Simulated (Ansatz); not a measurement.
Ansatz (a first-principles code) input (B3LYP-D3(BJ)/def2-TZVP):

Ansatz 0.2 input:
```yaml
crystal:
  periodic: [false, false, false]
  atoms:
    - {symbol: Si, position_ang: [0.15259891, -0.05824082, 0.63362446]}
    - {symbol: C, position_ang: [1.73647940, -0.36863496, -0.38327941]}
    - {symbol: C, position_ang: [-1.17559341, -1.35832189, 0.20352036]}
    - {symbol: C, position_ang: [-0.51218816, 1.69812022, 0.29761637]}
    - {symbol: H, position_ang: [2.51363806, 0.34972043, -0.14061098]}
    - {symbol: H, position_ang: [2.13700229, -1.36170516, -0.20438164]}
    - {symbol: H, position_ang: [1.52972675, -0.28351958, -1.44942542]}
    - {symbol: H, position_ang: [-0.82971248, -2.36638927, 0.41048737]}
    - {symbol: H, position_ang: [-1.43242268, -1.30837570, -0.85387711]}
    - {symbol: H, position_ang: [-2.08716164, -1.19869585, 0.77119531]}
    - {symbol: H, position_ang: [-0.76594863, 1.81670681, -0.75507820]}
    - {symbol: H, position_ang: [-1.40745728, 1.90310791, 0.87659977]}
    - {symbol: H, position_ang: [0.22318593, 2.45722330, 0.54601552]}
basis:
  gaussian:
    orbitals: def2-TZVP
hamiltonian:
  xc: b3lyp
  dispersion: d3bj
magnetization: {spin_polarized: true, initial_magnetization: 1}
relax: {f_tol: 0.002, max_steps: 150}
```

Output:

```
Functional definition: B3LYP
integrals: 0.09 GiB planned
1197 factors; their error is unknown
0.26 GiB of the device are held for the grids
0.94 GiB of device memory are held for the factors and their scratch space
mean field: 0.95 GiB planned
mean field evaluation 1: about -11120.2605 eV, gradient 6.2e1 eV
mean field evaluation 2: about -11111.2092 eV, gradient 7.0e1 eV
mean field evaluation 4: about -11137.3484 eV, gradient 1.8e0 eV
mean field evaluation 8: about -11137.3692 eV, gradient 5.8e-2 eV
mean field evaluation 16: about -11137.3765 eV, gradient 7.7e-5 eV
mean field -11137.37651617 eV, -409.2910377842 hartree, gradient 2.0e-5 eV, S^2 0.751447; 0 other end points of the search recorded, 0 dependent functions left out
the calculation of the forces begins
reference -11137.37680478 eV, -409.2910483905 hartree; 21, 20 occupied and 163, 164 virtual orbitals, 1197 factors
relax step   1: F+E_penalty+E_count = -11137.83942769 eV  Δ(F+E_penalty+E_count) = +0.000e0 eV  max|allowed force component| = 4.010e-1 eV/Å  Δτ_max = 0.0000 Å  (30 SCF iters, accepted)
these checks for a lower state are left out or cut short: starts, cluster_reference, orbital_swaps, neighbouring_geometries, increment
integrals: 0.09 GiB planned
1197 factors; their error is unknown
0.26 GiB of the device are held for the grids
0.94 GiB of device memory are held for the factors and their scratch space
mean field: 0.95 GiB planned
mean field -11137.38896941 eV, -409.2914954326 hartree, gradient 7.6e-6 eV, S^2 0.751439; 0 other end points of the search recorded, 0 dependent functions left out
the calculation of the forces begins
reference -11137.38925765 eV, -409.2915060249 hartree; 21, 20 occupied and 163, 164 virtual orbitals, 1197 factors
relax step   2: F+E_penalty+E_count = -11137.85525073 eV  Δ(F+E_penalty+E_count) = -1.582e-2 eV  max|allowed force component| = 1.946e-1 eV/Å  Δτ_max = 0.0280 Å  (32 SCF iters, accepted)
these checks for a lower state are left out or cut short: starts, cluster_reference, orbital_swaps, neighbouring_geometries, increment
integrals: 0.09 GiB planned
1197 factors; their error is unknown
0.26 GiB of the device are held for the grids
0.94 GiB of device memory are held for the factors and their scratch space
mean field: 0.96 GiB planned
mean field evaluation 32: about -11137.3906 eV, gradient 7.5e-6 eV
mean field -11137.39060681 eV, -409.2915556059 hartree, gradient 7.5e-6 eV, S^2 0.751445; 0 other end points of the search recorded, 0 dependent functions left out
the calculation of the forces begins
reference -11137.39089514 eV, -409.2915662016 hartree; 21, 20 occupied and 163, 164 virtual orbitals, 1197 factors
relax step   3: F+E_penalty+E_count = -11137.85757797 eV  Δ(F+E_penalty+E_count) = -2.327e-3 eV  max|allowed force component| = 8.557e-2 eV/Å  Δτ_max = 0.0130 Å  (32 SCF iters, accepted)
these checks for a lower state are left out or cut short: starts, cluster_reference, orbital_swaps, neighbouring_geometries, increment
integrals: 0.09 GiB planned
1197 factors; their error is unknown
0.26 GiB of the device are held for the grids
0.94 GiB of device memory are held for the factors and their scratch space
mean field: 0.95 GiB planned
mean field -11137.39030221 eV, -409.2915444120 hartree, gradient 7.4e-6 eV, S^2 0.751438; 0 other end points of the search recorded, 0 dependent functions left out
the calculation of the forces begins
reference -11137.39059028 eV, -409.2915549981 hartree; 21, 20 occupied and 163, 164 virtual orbitals, 1197 factors
relax step   4: F+E_penalty+E_count = -11137.85790950 eV  Δ(F+E_penalty+E_count) = -3.315e-4 eV  max|allowed force component| = 2.322e-2 eV/Å  Δτ_max = 0.0107 Å  (32 SCF iters, accepted)
these checks for a lower state are left out or cut short: starts, cluster_reference, orbital_swaps, neighbouring_geometries, increment
integrals: 0.09 GiB planned
1197 factors; their error is unknown
0.26 GiB of the device are held for the grids
0.94 GiB of device memory are held for the factors and their scratch space
mean field: 0.96 GiB planned
mean field -11137.39057601 eV, -409.2915544741 hartree, gradient 1.1e-5 eV, S^2 0.751440; 0 other end points of the search recorded, 0 dependent functions left out
the calculation of the forces begins
reference -11137.39086414 eV, -409.2915650625 hartree; 21, 20 occupied and 163, 164 virtual orbitals, 1197 factors
relax step   5: F+E_penalty+E_count = -11137.85797381 eV  Δ(F+E_penalty+E_count) = -6.431e-5 eV  max|allowed force component| = 2.532e-3 eV/Å  Δτ_max = 0.0032 Å  (25 SCF iters, accepted)
these checks for a lower state are left out or cut short: starts, cluster_reference, orbital_swaps, neighbouring_geometries, increment
integrals: 0.09 GiB planned
1197 factors; their error is unknown
0.26 GiB of the device are held for the grids
0.94 GiB of device memory are held for the factors and their scratch space
mean field: 0.96 GiB planned
mean field -11137.39059809 eV, -409.2915552854 hartree, gradient 2.0e-5 eV, S^2 0.751440; 0 other end points of the search recorded, 0 dependent functions left out
the calculation of the forces begins
reference -11137.39088623 eV, -409.2915658741 hartree; 21, 20 occupied and 163, 164 virtual orbitals, 1197 factors
relax step   6: F+E_penalty+E_count = -11137.85797630 eV  Δ(F+E_penalty+E_count) = -2.493e-6 eV  max|allowed force component| = 4.785e-4 eV/Å  Δτ_max = 0.0011 Å  (23 SCF iters, accepted)
integrals: 0.09 GiB planned
1197 factors; their error is unknown
0.26 GiB of the device are held for the grids
0.94 GiB of device memory are held for the factors and their scratch space
mean field: 0.96 GiB planned
mean field evaluation 64: about -11137.3906 eV, gradient 1.2e-2 eV
mean field -11137.39059809 eV, -409.2915552854 hartree, gradient 2.0e-5 eV, S^2 0.751440; 1 other end points of the search recorded, 0 dependent functions left out
the calculation of the forces begins
reference -11137.39088623 eV, -409.2915658741 hartree; 21, 20 occupied and 163, 164 virtual orbitals, 1197 factors
Total energy: -11137.85826444 eV, -409.3087417065 hartree
Atom 0 at     0.151569    -0.057212     0.633275 Å, force     0.000090     0.000020    -0.000125 eV/Å
Atom 1 at     1.715343    -0.365643    -0.375077 Å, force    -0.000311     0.000102    -0.000408 eV/Å
Atom 2 at    -1.160712    -1.341549     0.202382 Å, force    -0.000014     0.000185    -0.000478 eV/Å
Atom 3 at    -0.505190     1.678232     0.295353 Å, force    -0.000072    -0.000201    -0.000479 eV/Å
Atom 4 at     2.493158     0.361822    -0.136617 Å, force     0.000200    -0.000004     0.000200 eV/Å
Atom 5 at     2.118058    -1.363080    -0.190671 Å, force     0.000217    -0.000065     0.000272 eV/Å
Atom 6 at     1.496622    -0.284520    -1.445750 Å, force    -0.000048    -0.000042     0.000019 eV/Å
Atom 7 at    -0.805764    -2.354909     0.397759 Å, force     0.000004    -0.000164     0.000224 eV/Å
Atom 8 at    -1.419414    -1.275468    -0.860381 Å, force    -0.000062     0.000129    -0.000025 eV/Å
Atom 9 at    -2.074181    -1.186753     0.779164 Å, force    -0.000051    -0.000156     0.000305 eV/Å
Atom 10 at    -0.755737     1.787379    -0.765813 Å, force     0.000013    -0.000045    -0.000047 eV/Å
Atom 11 at    -1.407235     1.882652     0.874655 Å, force    -0.000009     0.000112     0.000242 eV/Å
Atom 12 at     0.235629     2.440045     0.544127 Å, force     0.000042     0.000130     0.000298 eV/Å
Dipole moment:    -0.028142     0.009909    -0.123430 e Å
```

It need not be the lowest isomer of its formula.
